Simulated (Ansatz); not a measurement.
Species: CH2S (charge 0, singlet). SMILES: C=S
Geometry from a B3LYP-D3(BJ)/def2-TZVP (Ansatz, an electronic-structure program) optimisation:
```xyz
4

C     -0.9907     0.1914    -0.1620
S      0.5657    -0.1093     0.0925
H     -1.3280     1.0050    -0.8021
H     -1.7796    -0.4045     0.2939
```
Charge 0, spin multiplicity 1.

Wanted: vertical triplet-singlet gap (E(triplet) - E(singlet); each state is the SCF solution reached for its spin; for the singlet the Hartree-Fock reference is unstable and T1 is 0.017), in kJ/mol. Valence correlation only, unless marked. Open shells are spin-unrestricted. Spin-orbit coupling is left out. No relativistic terms. Basis-set limits of correlation are two-point, X^-3; Hartree-Fock from the larger set.

| level | program | vertical triplet-singlet gap (kJ/mol) |
|---|---|---|
| HF/aug-cc-pV(D+d)Z | Ansatz | 105.2 |
| HF/aug-cc-pV(Q+d)Z | Ansatz | 98.8 |
| B3LYP/def2-TZVPD | Ansatz | 168.3 |
| PBE0/def2-TZVPD | Ansatz | 158.3 |
| wB97M-V/def2-TZVPD | Ansatz | 180.6 |

Q: Predict the CCSD(T)/CBS(def2-TZVPPD,def2-QZVPPD) result (Ansatz).

A: 190.2 kJ/mol, so wB97M-V/def2-TZVPD differs from it by -9.6 kJ/mol.
